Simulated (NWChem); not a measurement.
System: SiClF, singlet; SMILES F[Si]Cl

NWChem input:

```
start job
memory heap 200 mb stack 900 mb global 1100 mb
geometry units angstroms noautosym nocenter noautoz
  Si     0.662467    -0.599868     0.000000
  F     -0.696492    -1.529652     0.000000
  Cl    -0.174854     1.337628     0.000000
end
basis spherical
  * library 6-31g*
end
dft
  xc b3lyp
  iterations 150
end
cosmo
  do_cosmo_smd true
  solvent thf
end
task dft energy
```

Parts of the log:

```
             Northwest Computational Chemistry Package (NWChem) 7.3.0
             --------------------------------------------------------

                             Geometry "geometry" -> ""
                             -------------------------

 Output coordinates in angstroms (scale by  1.889725989 to convert to a.u.)

  No.       Tag          Charge          X              Y              Z
 ---- ---------------- ---------- -------------- -------------- --------------
    1 Si                  14.0000     0.66246700    -0.59986800     0.00000000
    2 F                    9.0000    -0.69649200    -1.52965200     0.00000000
    3 Cl                  17.0000    -0.17485400     1.33762800     0.00000000

 Effective nuclear repulsion energy (a.u.)     127.9445424933

                                 NWChem DFT Module
                                 -----------------

 Summary of "ao basis" -> "ao basis" (spherical)
 ------------------------------------------------------------------------------
       Tag                 Description            Shells   Functions and Types
 ---------------- ------------------------------  ------  ---------------------
 Si                          6-31g*                  8       18   4s3p1d
 F                           6-31g*                  6       14   3s2p1d
 Cl                          6-31g*                  8       18   4s3p1d

 in cosmo_initialize ...
 calling solv_data for solv:thf

 solvent parameters
 solvname_short: thf
 solvname_long:  tetrahydrofuran
 dielec:        7.4257
 dielecinf:     1.9740
 nonaqueous SMD model solvent descriptors
 dielec:        7.4257
 sola:          0.0000
 solb:          0.4800
 solc:          0.0000
 solg:         39.4400
 solh:          0.0000
 soln:          1.4050

          ---------------
          -cosmo- solvent
          ---------------
 Cosmo: York-Karplus, doi: 10.1021/jp992097l
 dielectric constant -eps-     =   7.43
 screen = (eps-1)/(eps    )    =   0.86533
 surface charge correction     = lagrangian

   van der Waals surface
 --------------------------

[...]

                                COSMO-SMD solvation results
                                ---------------------------

             internal energy in gas <Psi(g)|H|Psi(g)> =      -849.597482779403
         internal energy in solvent <Psi(s)|H|Psi(s)> =      -849.597175416265
                               delta internal energy  =         0.000307363138 (    0.19 kcal/mol)
   total free energy in solvent <Psi(s)|H+V/2|Psi(s)> =      -849.600656425382
 polarization energy contribution <Psi(s)|V/2|Psi(s)> =        -0.003481009117 (   -2.18 kcal/mol)
    total free energy in solvent including G(SMD-CDS) =      -849.602308551751
                       G(SMD-CDS) energy contribution =        -0.001652126370 (   -1.04 kcal/mol)
     1 M fixed-concentration free energy of solvation =        -0.004825772349 (   -3.03 kcal/mol)

                       DFT Final Molecular Orbital Analysis
                       ------------------------------------

 Vector   18  Occ=2.000000D+00  E=-3.462890D-01
              MO Center= -1.4D-01,  1.2D+00, -7.2D-09, r^2= 1.5D+00
   Bfn.  Coefficient  Atom+Function         Bfn.  Coefficient  Atom+Function
  ----- ------------  ---------------      ----- ------------  ---------------
    41      0.688578  3 Cl pz                45      0.386442  3 Cl pz
    37     -0.271000  3 Cl pz                 9      0.120663  1 Si pz
    23     -0.119363  2 F  pz                27     -0.094046  2 F  pz
    15      0.048878  1 Si d -1               5     -0.046565  1 Si pz
    13      0.039789  1 Si pz

 Vector   19  Occ=2.000000D+00  E=-3.387997D-01
              MO Center= -1.2D-01,  1.1D+00,  7.1D-09, r^2= 1.7D+00
   Bfn.  Coefficient  Atom+Function         Bfn.  Coefficient  Atom+Function
  ----- ------------  ---------------      ----- ------------  ---------------
    39      0.563619  3 Cl px                40      0.403574  3 Cl py
    43      0.304405  3 Cl px                35     -0.221021  3 Cl px
    44      0.215313  3 Cl py                22      0.164545  2 F  py
    36     -0.157420  3 Cl py                26      0.122525  2 F  py
     7      0.102674  1 Si px                10      0.056436  1 Si s

 Vector   20  Occ=2.000000D+00  E=-2.841137D-01
              MO Center=  6.9D-01, -3.0D-01,  2.4D-11, r^2= 2.9D+00
   Bfn.  Coefficient  Atom+Function         Bfn.  Coefficient  Atom+Function
  ----- ------------  ---------------      ----- ------------  ---------------
    10      0.458919  1 Si s                  6      0.435317  1 Si s
     7      0.318364  1 Si px                39     -0.316024  3 Cl px
    40      0.270031  3 Cl py                21     -0.223804  2 F  px
    43     -0.205249  3 Cl px                 2     -0.199293  1 Si s
    25     -0.172290  2 F  px                44      0.161468  3 Cl py

 Vector   21  Occ=0.000000D+00  E=-9.419441D-02
              MO Center=  6.1D-01, -5.3D-01,  2.6D-09, r^2= 2.7D+00
   Bfn.  Coefficient  Atom+Function         Bfn.  Coefficient  Atom+Function
  ----- ------------  ---------------      ----- ------------  ---------------
     9      0.639305  1 Si pz                13      0.500053  1 Si pz
    41     -0.230581  3 Cl pz                 5     -0.224603  1 Si pz
    23     -0.204287  2 F  pz                45     -0.202872  3 Cl pz
    27     -0.189846  2 F  pz                37      0.087479  3 Cl pz
    47     -0.035005  3 Cl d -1              17     -0.025023  1 Si d  1

[...]
```

Level: B3LYP/6-31G* (spherical d), SMD on the gas-phase geometry. Low-valent species are run as closed-shell singlets; no triplet was tried in these runs. Geometry: optimised at PBE-D3(BJ)/def2-SVP. Solvent: tetrahydrofuran.
